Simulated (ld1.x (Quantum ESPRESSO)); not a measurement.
**B (Z = 5): one change to a TM potential, before and after**

boron (B), norm-conserving Troullier–Martins (Kleinman–Bylander form), made with ld1.x (Quantum ESPRESSO) 7.5 (LDA (PZ), non-relativistic). Core [He], reference 2s1.5 2p0 (charge +1.5). Waves: 2s (bound): rc 1.40 bohr; 2p (bound, empty): rc 2.65 bohr. Local part: all-electron potential smoothed inside 2.05 bohr (lloc = -1). Core correction: a·sin(br)/r model core, default radius (core density twice the valence density).

All-electron outer shells of the reference configuration (LDA (PZ), non-relativistic, ld1.x):

```json
{"shell": "2s", "level (eV)": "-25.26", "outermost node (bohr)": "0.46", "outermost maximum (bohr)": "1.41"}
{"shell": "2p", "level (eV)": "-19.33", "outermost node (bohr)": "–", "outermost maximum (bohr)": "1.32"}
```

Change: local potential all-electron potential smoothed inside 2.90 bohr (lloc = -1).

Cutoffs: the cutoffs (Ry, on a coarse ladder) from which the occupation-weighted sum of valence levels, in a spherical-Bessel basis at the reference potential, stays within 10 and 1 mRy of its value at 400 Ry; they do not see the model core or the augmentation charge, which bear on the density cutoff. Errors are all-electron minus pseudo energies relative to the spin-unpolarised reference configuration.

**Question.** Predict the effect on cutoff, ghosts and configuration errors.

**Answer.** The potential gets softer (21 Ry and 55 Ry → 18 Ry and 55 Ry); a bound ghost appears in s, which as a rule spoils a file; of the 9 tests that both files solve, the error grows in 7 and shrinks in 0 by more than 15 % and 0.3 meV (median size 88.3 → 214.5 meV). In the separable form a ghost depends on how the local part lies against the semilocal potential of the channel, so the choice of the local part can create or remove one. The local part now departs from the all-electron potential out to 2.90 bohr, far beyond the s radius of 1.40 bohr, and whatever the projectors do not describe feels it: the likely cause.

| quantity | base | changed |
| --- | --- | --- |
| cutoff, loose | 21 Ry | 18 Ry |
| cutoff, tight | 55 Ry | 55 Ry |
| bound ghosts | none | s |
| error for 2s2 2p1, meV [ΔE -19.48 eV] | +88 | +318 |
| error for 2s2 2p0, meV [ΔE -11.16 eV] | +3.9 | +57 |
| error for 2s1 2p0, meV [ΔE 14.14 eV] | +5.9 | +60 |
| error for 2s2 2p0.5, meV [ΔE -16.54 eV] | +47 | +197 |
| error for 2s0 2p3, meV [ΔE -8.10 eV] | +235 | +214 |
| error for 2s1 2p2, meV [ΔE -13.80 eV] | +160 | +256 |
| error for 2s2 2p1.3, meV [ΔE -20.26 eV] | +102 | +361 |
| error for 2s1.5 2p0 (spin-polarised), meV [ΔE -0.13 eV] | +0.9 | +0.9 |
| error for 2s2 2p1 (spin-polarised), meV [ΔE -19.72 eV] | +102 | +339 |

 A true bound ghost makes a file unfit for plane-wave use even where its test errors are small: the radial tests pick states by their node count and pass the ghost by.
